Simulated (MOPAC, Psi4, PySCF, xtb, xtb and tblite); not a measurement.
Two geometries of SMILES C=C[Si](OC)(OC)[OH+]C (charge +1), relaxed at GFN2-xTB with one dihedral held; other torsions can differ between them too.

Structure A

```
22

C     -1.6074     0.2166     2.1392
C     -0.8802    -0.4525     1.2486
Si    -0.1399     0.2485    -0.3219
O     -0.3062     1.7641    -0.7728
C     -1.0843     2.8994    -0.4459
O      1.2465    -0.3445    -0.8392
C      2.6030    -0.2115    -0.4542
O     -1.1639    -0.5472    -1.6582
C     -1.2389    -1.9712    -1.8058
H     -1.8673     1.2544     2.0153
H     -1.9775    -0.2582     3.0332
H     -0.6546    -1.4909     1.4697
H     -0.9000     3.6471    -1.2163
H     -0.7749     3.2946     0.5208
H     -2.1439     2.6488    -0.4218
H      3.1990    -0.7488    -1.1900
H      2.8917     0.8378    -0.4402
H      2.7569    -0.6451     0.5328
H     -0.9838    -0.1355    -2.5174
H     -1.5950    -2.3737    -0.8615
H     -1.9493    -2.2159    -2.5934
H     -0.2596    -2.3890    -2.0354
```

Structure B

```
22

C     -2.0838    -0.1025     1.7214
C     -0.8841    -0.4223     1.2435
Si    -0.1315     0.2386    -0.3394
O     -0.2850     1.7586    -0.7851
C     -1.0855     2.8780    -0.4537
O      1.2578    -0.3605    -0.8363
C      2.6133    -0.2066    -0.4555
O     -1.1550    -0.5597    -1.6674
C     -1.2534    -1.9856    -1.7803
H     -2.7494     0.5753     1.2123
H     -2.4487    -0.5133     2.6485
H     -0.2795    -1.1105     1.8240
H     -0.6468     3.7436    -0.9476
H     -1.0920     3.0354     0.6235
H     -2.1050     2.7304    -0.8090
H      3.2168    -0.7147    -1.2058
H      2.8800     0.8478    -0.4185
H      2.7811    -0.6599     0.5203
H     -0.9729    -0.1701    -2.5367
H     -1.5541    -2.3628    -0.8063
H     -2.0127    -2.2373    -2.5188
H     -0.2944    -2.4204    -2.0579
```

Which is lower in energy at the level B3LYP-D3(BJ)/def2-SVP // GFN2-xTB in Psi4 1.11, and by how much?

B is lower, by 1.48 kJ/mol (dihedral O4–Si3–C2–C1: 0° in A, 40° in B).

E(B) − E(A) in kJ/mol at the other levels, on the same two geometries: GFN2-xTB (xtb and tblite) -0.51; B3LYP/def2-SVP // GFN2-xTB (Psi4) -1.09; PBE/def2-SVP // GFN2-xTB (Psi4) -1.22; PBE-D3(BJ)/def2-SVP // GFN2-xTB (Psi4) -1.48; PM3, restricted, heats of formation // GFN2-xTB (MOPAC) -1.04; AM1, restricted, heats of formation // GFN2-xTB (MOPAC) 1.24; GFN1-xTB // GFN2-xTB (xtb) 1.50; restricted B3LYP/6-31G*, spherical d, density fitting // GFN2-xTB (PySCF) -1.82; restricted BP86/6-31G*, spherical d, density fitting // GFN2-xTB (PySCF) -2.07; restricted LDA (SVWN5)/6-31G*, spherical d, density fitting // GFN2-xTB (PySCF) -1.95; restricted M06-2X/6-31G*, spherical d, density fitting // GFN2-xTB (PySCF) -2.66.
